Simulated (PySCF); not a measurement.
C2H6BFN2. Atoms are numbered in the order given.

```xyz
12

C      1.8918     0.6211    -0.0474
C      0.7901    -0.1292     0.1361
F      0.9573    -1.3863     0.6551
B     -0.7297     0.2244    -0.1666
N     -1.6763    -0.7912     0.1234
N     -1.0788     1.4953    -0.6978
H      1.8087     1.6355    -0.4623
H      2.8942     0.2453     0.2088
H     -1.3665    -1.6839     0.5034
H     -2.6817    -0.7155    -0.0150
H     -2.0343     1.7747    -0.9113
H     -0.3930     2.2190    -0.8976
```

The structure is a stationary point at PBE-D3(BJ)/def2-SVP. A frequency run showed that this geometry is not a minimum. This is a generated structure with no PubChem entry under its InChIKey; it may be hypothetical. The values are those of a single conformer.

Computed with KT2/pcSseg-1 (PySCF).

GIAO shieldings, no solvent; atoms listed in one row are averaged. δ = σ(ref) − σ: ¹³C against TMS (σ = 185.1 ppm); ¹⁹F against CFCl3 (σ = 127.1 ppm); ¹¹B against BF3 (σ = 89.8 ppm); ¹⁵N against NH3 (σ = 266.2 ppm); ¹H against TMS (σ = 31.47 ppm), references at their B3LYP-D3(BJ)/def2-TZVP geometries, non-relativistic.

| nucleus | atoms | count | δ (ppm) |
|---|---|---|---|
| ¹³C | C2 | 1 | 175.0 |
| ¹³C | C1 | 1 | 98.6 |
| ¹⁹F | F3 | 1 | -136.8 |
| ¹¹B | B4 | 1 | 8.4 |
| ¹⁵N | N5 | 1 | 67.2 |
| ¹⁵N | N6 | 1 | 59.3 |
| ¹H | H8 | 1 | 5.50 |
| ¹H | H7 | 1 | 5.02 |
| ¹H | H9 | 1 | 3.36 |
| ¹H | H12 | 1 | 2.64 |
| ¹H | H10 | 1 | 2.52 |
| ¹H | H11 | 1 | 2.39 |
